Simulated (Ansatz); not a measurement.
Basis-set extrapolation for `N[Si](N)(O)O` (PBE0-D4/def2-TZVP geometry, frozen core, Ansatz). Multiplicity 1, RHF reference.

```
                      def2-TZVPP   def2-QZVPP
                 HF  -551.379864  -551.402899
    MP2 correlation    -1.027898    -1.109243
CCSD(T) correlation    -1.088646      not run
```

Energies in hartree. Use E(X) = E(∞) + A·exp(−7.88·√X) for Hartree–Fock and E(X) = E(∞) + B·X^(−2.97) for correlation, with X = 3 and 4, and add CCSD(T) minus MP2 of the smaller set to the MP2 limit.

Question: What is the CCSD(T) energy at the basis-set limit?

Answer: HF limit: -551.402899 + (-0.023035) × 0.13774 = -551.40607. MP2 limit: -1.109243 + (-0.081345) × 0.74074 = -1.16950. Higher-order term: -1.088646 − (-1.027898) = -0.06075. Total: -552.63632 hartree, 440.6 kJ/mol below CCSD(T)/def2-TZVPP.
